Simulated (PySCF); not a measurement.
ClH₂InS₂. Atoms are numbered in the order given.

```xyz
6

In     0.0000     0.0000    -0.0056
Cl     0.0000     0.0000     2.3513
S      0.0000     2.1519    -1.0947
H      0.0000     1.6034    -2.3337
S      0.0000    -2.1519    -1.0947
H      0.0000    -1.6034    -2.3337
```

Geometry: B3LYP-D3(BJ)/def2-SVP. The def2 effective core potentials stand for the cores of In; spin–orbit coupling is left out. The values are those of a single conformer.

Calculation: r2SCAN/def2-TZVP run with PySCF.

Symmetry labels are those of the subgroup C2v that the program uses (full group C2v).

Computed valence orbital energies around the gap with their symmetry:
```json
[
 {"orbital": "HOMO−7", "symmetry": "B2", "energy (eV)": "-10.85"},
 {"orbital": "HOMO−6", "symmetry": "A1", "energy (eV)": "-10.19"},
 {"orbital": "HOMO−5", "symmetry": "A1", "energy (eV)": "-8.79"},
 {"orbital": "HOMO−4", "symmetry": "B2", "energy (eV)": "-8.32"},
 {"orbital": "HOMO−3", "symmetry": "B1", "energy (eV)": "-8.14"},
 {"orbital": "HOMO−2", "symmetry": "B2", "energy (eV)": "-7.67"},
 {"orbital": "HOMO−1", "symmetry": "B1", "energy (eV)": "-7.26"},
 {"orbital": "HOMO", "symmetry": "A2", "energy (eV)": "-6.95"},
 {"orbital": "LUMO", "symmetry": "A1", "energy (eV)": "-3.07"},
 {"orbital": "LUMO+1", "symmetry": "B1", "energy (eV)": "-1.94"},
 {"orbital": "LUMO+2", "symmetry": "A1", "energy (eV)": "-0.78"},
 {"orbital": "LUMO+3", "symmetry": "B2", "energy (eV)": "-0.11"}
]
```
